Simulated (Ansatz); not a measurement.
Species: sum formula BNH3, net charge 0, doublet state. It need not be the lowest isomer of its formula. SMILES: N[BH]
Structure (B3LYP-D3(BJ)/def2-TZVP (Ansatz, a quantum-chemistry and plane-wave program) minimum search):
```xyz
5

B     -0.8557    -0.0049    -0.0224
N      0.5158    -0.1008     0.0086
H     -1.4780     1.0104     0.0090
H      1.1355     0.6983     0.0620
H      1.0102    -0.9785    -0.0196
```
Charge 0, spin multiplicity 2.

Atomisation energy built up term by term with Ansatz (kcal/mol; UHF references for open shells; valence terms freeze the core; atomic spin-orbit terms are left out). CBS marks a two-point X^-3 extrapolation of the correlation energy; Hartree-Fock from the larger set.

```tsv
term	basis	kcal/mol
Hartree-Fock	def2-QZVPPD	285.60
CCSD correlation	CBS(def2-TZVPPD,def2-QZVPPD)	96.73
(T)	CBS(def2-TZVPPD,def2-QZVPPD)	5.64
CCSDT - CCSD(T)	cc-pVDZ	0.09
core correlation	cc-pwCVTZ	1.84
scalar relativity (X2C)	cc-pVTZ-DK against cc-pVTZ	-0.35
sum: De		389.5
```

(T) makes 1.5 % of the CCSD(T) atomisation energy; under 5 % is typical of single-reference molecules.
